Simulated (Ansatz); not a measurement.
The same path of CH9PSi2 (13 atoms, charge 0, multiplicity 1) was run 3 times with different band settings. The coordinate that changes most is the height of P4 over the plane of its neighbours.

Computed with RKS PBE/def2-SVP (Ansatz 0.2.0).

Relaxed end points:

```xyz
13
Properties=species:S:1:pos:R:3
C -1.818 0.103 0.934
Si -0.493 -1.190 0.513
Si 1.499 -0.170 -0.234
P 1.066 1.005 -2.155
H -1.457 0.795 1.721
H -2.083 0.702 0.040
H -2.740 -0.390 1.303
H -0.993 -2.118 -0.566
H -0.177 -2.029 1.727
H 2.083 0.691 0.860
H 2.522 -1.221 -0.585
H 2.290 1.764 -2.089
H 0.321 2.023 -1.455
```

```xyz
13
Properties=species:S:1:pos:R:3
C -1.758 0.285 1.197
Si -0.536 -1.043 0.615
Si 1.448 -0.066 -0.206
P 0.881 1.412 -1.867
H -1.332 0.871 2.036
H -1.996 0.988 0.373
H -2.704 -0.178 1.543
H -1.146 -1.866 -0.494
H -0.198 -1.986 1.743
H 2.107 0.743 0.883
H 2.431 -1.119 -0.657
H 2.234 1.561 -2.338
H 0.591 0.364 -2.813
```

Common settings: spring 5.0 eV/Å²; start path IDPP; force threshold 0.05 eV/Å; iteration limit 60; end points relaxed.

| run | movable images | climbing image | optimiser |
| --- | --- | --- | --- |
| 1 | 9 | yes | quadratic models (default) |
| 2 | 9 | from the first iteration | fire |
| 3 | 8 | no | quadratic models (default) |

(1) What does each run give, and how far can it be trusted?

Results:

(1) Run 1: converged after 18 iterations, highest image 1.032 eV above the first end. A vibrational analysis at the climbing image gives one clearly imaginary mode, 699i cm⁻¹: a first-order saddle point.
Run 2: converged after 39 iterations, highest image 1.063 eV above the first end. The order of the stationary point at the top wasn't checked.
Run 3: converged after 7 iterations, highest image 0.933 eV above the first end. No image climbed, so the highest image needn't sit at the top of the path.
